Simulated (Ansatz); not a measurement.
The cluster NbB₇. Charge 0, multiplicity 5. Geometry PBE-D4/def2-SVP; atoms count from 1.

```csv
atom,x (Å),y (Å),z (Å)
Nb1,-0.2963,-1.4482,-0.2214
B2,-0.9026,0.8365,-0.2679
B3,0.5273,0.5997,0.8153
B4,-2.1738,0.0059,0.4692
B5,1.8028,-0.0059,0.0168
B6,-0.9490,0.2928,1.4028
B7,0.5201,0.5800,-0.9487
B8,1.4715,-0.8607,-1.2660
```

In the def2 sets Nb takes a core potential; there is no spin–orbit coupling. At PBE0-D4/def2-TZVP a singlet of charge 0 lies 1.50 eV below the quintet, each at its own geometry. The structure comes from a short search, and lower isomers may exist.

(1) Estimate the Mulliken populations from the PBE0/def2-TZVP orbitals of Ansatz.

(2) Where does the spin sit?

(3) And the Mayer bond orders between heavy atoms (over 0.3)?

## Answers

(1) 
```
atom  charge (e)  spin (α − β)  d electrons
 Nb1        0.53          2.12         3.58
  B2       -0.03          0.07            –
  B3       -0.01          0.15            –
  B4       -0.23          1.03            –
  B5        0.03          0.26            –
  B6       -0.06         -0.02            –
  B7        0.00          0.10            –
  B8       -0.23          0.29            –
```
Mulliken values depend strongly on the basis.

(2) Summed by element: Nb 2.12, B 1.88, of 4 unpaired in all. Largest on single atoms: Nb1 2.12, B4 1.03, B8 0.29.

(3) Nb1–B2 0.45 (2.36 Å); Nb1–B3 0.44 (2.44 Å); Nb1–B4 0.64 (2.47 Å); Nb1–B5 0.46 (2.56 Å); Nb1–B6 0.47 (2.47 Å); Nb1–B7 0.54 (2.30 Å); Nb1–B8 1.19 (2.14 Å); B2–B3 0.51 (1.81 Å); B2–B4 0.85 (1.69 Å); B2–B6 0.61 (1.76 Å); B2–B7 0.91 (1.60 Å); B3–B5 0.87 (1.62 Å); B3–B6 0.85 (1.62 Å); B3–B7 0.52 (1.76 Å); B4–B6 1.30 (1.57 Å); B5–B7 0.68 (1.71 Å); B5–B8 1.27 (1.58 Å); B7–B8 0.73 (1.76 Å).
